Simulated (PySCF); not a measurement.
**P (phosphorus, neutral) across methods**

[Ne] 3s2 3p2 3d1, one real determinant (an excited configuration). Calculation: PySCF 2.14, in aug-cc-pVTZ-DK; the spin-free X2C one-electron Hamiltonian (Gaussian nucleus).

| method | E (hartree) | mean ε 3s β (eV) | mean ε 3p α (eV) | mean ε 3d α (eV) | Σ⟨r²⟩ (bohr²) | ⟨S²⟩ |
| --- | --- | --- | --- | --- | --- | --- |
| r2SCAN | -341.7239 | -15.253 | -8.914 | 0.713 | 40.39 | 3.752 |
| wB97M-V | -341.7276 | -18.864 | -11.605 | -0.828 | 40.01 | 3.750 |
| PBE | -341.6082 | -15.067 | -8.457 | 0.665 | 40.22 | 3.751 |
| LDA | -340.4779 | -15.263 | -8.441 | 0.749 | 40.20 | 3.750 |
| PBE0 | -341.6296 | -16.317 | -9.806 | 0.231 | 40.30 | 3.752 |
| B97-3 | -341.7138 | -16.466 | -9.721 | 0.293 | 40.47 | 3.752 |
| UHF | -341.18662 | -18.766 | -13.263 | -0.607 | 41.38 | 3.755 |
| BHandHLYP | -341.7585 | -17.629 | -10.853 | 0.055 | 40.62 | 3.752 |

Question: Estimate the same row for PBEsol.

Answer: E (hartree) = -341.0145; mean ε 3s β (eV) = -15.029; mean ε 3p α (eV) = -8.413; mean ε 3d α (eV) = 0.708; Σ⟨r²⟩ (bohr²) = 40.23; ⟨S²⟩ = 3.751.

⟨L²⟩ = 7.98 against 12 for a pure F term, so this real determinant mixes terms. The outer electron is Rydberg-like, and this basis confines it to a smaller radius and binds it less than a complete one would.

The highest occupied level is positive at PBEsol, r2SCAN, PBE, LDA, PBE0, B97-3, BHandHLYP: only the finite basis holds that electron, which in a density functional comes from self-interaction.
